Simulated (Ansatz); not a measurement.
One geometry of C$_{6}$H$_{16}$F$_{2}$GeN$_{2}$, SMILES `CC(C)[NH][Ge]([F])([F])[NH]C(C)C`, several functionals.

```yaml
crystal:
  periodic: [false, false, false]
  atoms:
    - {symbol: C, position_ang: [-1.927426, -2.482467, -1.053869]}
    - {symbol: C, position_ang: [-1.338136, -1.561186, 0.005040]}
    - {symbol: C, position_ang: [-1.827449, -1.923432, 1.396972]}
    - {symbol: N, position_ang: [-1.616986, -0.152085, -0.257978]}
    - {symbol: Ge, position_ang: [-0.614778, 0.820437, -1.377256]}
    - {symbol: F, position_ang: [-1.407781, 2.358676, -1.450692]}
    - {symbol: F, position_ang: [-0.588696, 0.313492, -3.033381]}
    - {symbol: N, position_ang: [1.104369, 0.828961, -0.879824]}
    - {symbol: C, position_ang: [1.526546, 1.295366, 0.438062]}
    - {symbol: C, position_ang: [1.675411, 2.808926, 0.503660]}
    - {symbol: C, position_ang: [2.810729, 0.589004, 0.838147]}
    - {symbol: H, position_ang: [-1.676263, -3.526821, -0.851458]}
    - {symbol: H, position_ang: [-1.555446, -2.224478, -2.047629]}
    - {symbol: H, position_ang: [-3.018598, -2.396927, -1.068713]}
    - {symbol: H, position_ang: [-0.247190, -1.668181, -0.012785]}
    - {symbol: H, position_ang: [-2.913922, -1.805862, 1.462821]}
    - {symbol: H, position_ang: [-1.371016, -1.277259, 2.148535]}
    - {symbol: H, position_ang: [-1.590947, -2.962565, 1.636890]}
    - {symbol: H, position_ang: [-2.602525, 0.071642, -0.261068]}
    - {symbol: H, position_ang: [1.762185, 1.045888, -1.615741]}
    - {symbol: H, position_ang: [0.738331, 0.995289, 1.138501]}
    - {symbol: H, position_ang: [0.741937, 3.305876, 0.231343]}
    - {symbol: H, position_ang: [1.959385, 3.133715, 1.507946]}
    - {symbol: H, position_ang: [2.452439, 3.145809, -0.189841]}
    - {symbol: H, position_ang: [3.619455, 0.844962, 0.146018]}
    - {symbol: H, position_ang: [3.125292, 0.887108, 1.840877]}
    - {symbol: H, position_ang: [2.679280, -0.494087, 0.819222]}
basis:
  gaussian: {orbitals: def2-TZVPP}
hamiltonian: {xc: {name: CAM-B3LYP}, dispersion: d4}
output: {orbitals: {seedname: orbitals}}
```

```sh
$ ansatz run in.yaml --threads 11 --pin off --events-out ev --progress --plain --backend cuda
```

Shortened log:

```
Functional definition: CAM-B3LYP
3035 factors; their error is unknown
780 factors; integrals over basis functions are off by at most 7.2e-6 eV
mean field evaluation 1: about -71401.7947 eV, gradient 1.0e2 eV
mean field evaluation 2: about -71398.5800 eV, gradient 1.1e2 eV
mean field evaluation 4: about -71421.8979 eV, gradient 3.7e0 eV
mean field evaluation 8: about -71421.9282 eV, gradient 8.7e-2 eV
mean field evaluation 16: about -71422.0982 eV, gradient 1.5e-4 eV
mean field -71422.09818573 eV, -2624.7136966886 hartree, gradient 3.9e-5 eV, S^2 0.000000; 0 other end points of the search recorded, 0 dependent functions left out
reference -71422.09839186 eV, -2624.7137042639 hartree; 58, 58 occupied and 524, 524 virtual orbitals, 3035 factors
Total energy: -71422.72242357 eV, -2624.7366370060 hartree
```

Run time 26 s (11 threads of an AMD EPYC 7R13 on a shared host and a whole NVIDIA H100 80 GB); peak host memory 1.2 GiB.

The same input with `hamiltonian: {xc: pbe0, dispersion: d4}` (abridged; 14 s):

```
Functional definition: PBE0
mean field evaluation 16: about -71401.2576 eV, gradient 1.8e-4 eV
mean field -71401.25764288 eV, -2623.9478208651 hartree, gradient 5.1e-5 eV, S^2 0.000000
Total energy: -71401.87271546 eV, -2623.9704243657 hartree
```

The same input with `hamiltonian: {xc: {name: r2SCANh}, dispersion: d4}` (abridged; 24 s):

```
Functional definition: r2SCANh
mean field evaluation 16: about -71416.0518 eV, gradient 9.5e-4 eV
mean field -71416.05178096 eV, -2624.4914954117 hartree, gradient 9.6e-6 eV, S^2 0.000000
Total energy: -71416.26700709 eV, -2624.4994048262 hartree
```

With the line `hamiltonian: {xc: {name: B2PLYP}}` (abridged; 26 s):

```
Functional definition: B2PLYP
mean field evaluation 16: about -71384.0170 eV, gradient 2.3e-4 eV
mean field -71384.01698905 eV, -2623.3142385232 hartree, gradient 2.4e-6 eV, S^2 0.000000
19 core orbitals not correlated: weight in the atoms' cores, before any rotation towards them, 1.000 or more for the frozen orbitals, at most 0.000 for the correlated occupied ones
second order -72.83922355 eV of doubles, -0.00000000 eV of singles
Total energy: -71403.68384552 eV, -2624.0369821675 hartree
```

Changing it to `hamiltonian: {xc: {name: B3LYP}, dispersion: d4}` and forces (abridged; 14 s):

```
Functional definition: B3LYP
mean field evaluation 16: about -71426.4741 eV, gradient 1.0e-3 eV
mean field -71426.47407875 eV, -2624.8745077911 hartree, gradient 7.0e-5 eV, S^2 0.000000
Total energy: -71427.59965752 eV, -2624.9158720480 hartree
Atom 0 force    -0.072175    -0.139872    -0.180414 eV/Å
Atom 1 force     0.232167    -0.124946     0.036974 eV/Å
Atom 2 force    -0.057878    -0.053705     0.220607 eV/Å
Atom 3 force    -0.180369     0.121831     0.060797 eV/Å
Atom 4 force     0.035886    -0.048092     0.080654 eV/Å
Atom 5 force    -0.148909     0.306359    -0.012832 eV/Å
Atom 6 force    -0.000711    -0.105479    -0.324207 eV/Å
Atom 7 force     0.127340    -0.051434    -0.178298 eV/Å
Atom 8 force    -0.107835    -0.039451     0.236880 eV/Å
Atom 9 force    -0.002429     0.239007     0.014658 eV/Å
Atom 10 force     0.187113    -0.121210     0.072577 eV/Å
Atom 11 force    -0.015035     0.045054    -0.019931 eV/Å
Atom 12 force    -0.027310    -0.029250     0.052045 eV/Å
Atom 13 force     0.050677    -0.008344    -0.009012 eV/Å
Atom 14 force    -0.079515     0.000635     0.002834 eV/Å
Atom 15 force     0.050564    -0.005545     0.008377 eV/Å
Atom 16 force    -0.029417    -0.042422    -0.029067 eV/Å
Atom 17 force    -0.014489     0.050185     0.001739 eV/Å
Atom 18 force     0.006720     0.011404     0.009889 eV/Å
Atom 19 force    -0.003199    -0.015974    -0.001733 eV/Å
Atom 20 force     0.061146     0.024710    -0.045370 eV/Å
Atom 21 force     0.060185    -0.014595     0.021967 eV/Å
Atom 22 force    -0.015492    -0.003728    -0.048836 eV/Å
Atom 23 force    -0.040301    -0.006353     0.032861 eV/Å
Atom 24 force    -0.031611    -0.020454     0.035525 eV/Å
Atom 25 force    -0.005041    -0.023688    -0.046172 eV/Å
Atom 26 force     0.019916     0.055359     0.007488 eV/Å
Dipole moment:     0.225477    -0.303195     0.508477 e Å
```

B3LYP takes the VWN-RPA correlation (the form of Gaussian; ORCA's B3LYP/G).
